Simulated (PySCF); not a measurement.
# Excitation energy of Cu⁺ by level of theory

Cu⁺ [Ar] 3d10 (1S) → Cu⁺ [Ar] 3d9 4s1 (3D), as a difference of total energies. Calculation: PySCF 2.14, in aug-cc-pwCVDZ-PP with ECP10MDF (6s6p5d3f, 70 functions); scalar relativity through the core potential. Correlated levels: valence and next inner shell: nothing frozen outside the core potential. The calculations carry no spin-orbit coupling.

```json
{"method": "UHF", "excitation energy (cm⁻¹)": "5235.1"}
{"method": "MP2 (valence and next inner shell)", "excitation energy (cm⁻¹)": "30778"}
{"method": "SCS-MP2 (valence and next inner shell)", "excitation energy (cm⁻¹)": "27916"}
{"method": "CCSD (valence and next inner shell)", "excitation energy (cm⁻¹)": "19975"}
{"method": "CCSD(T) (valence and next inner shell)", "excitation energy (cm⁻¹)": "21198"}
```

Errors of the correlated levels include the incompleteness of this basis.

For comparison: 22649 cm⁻¹ (measured; NIST levels, between the centres of gravity of the two terms).
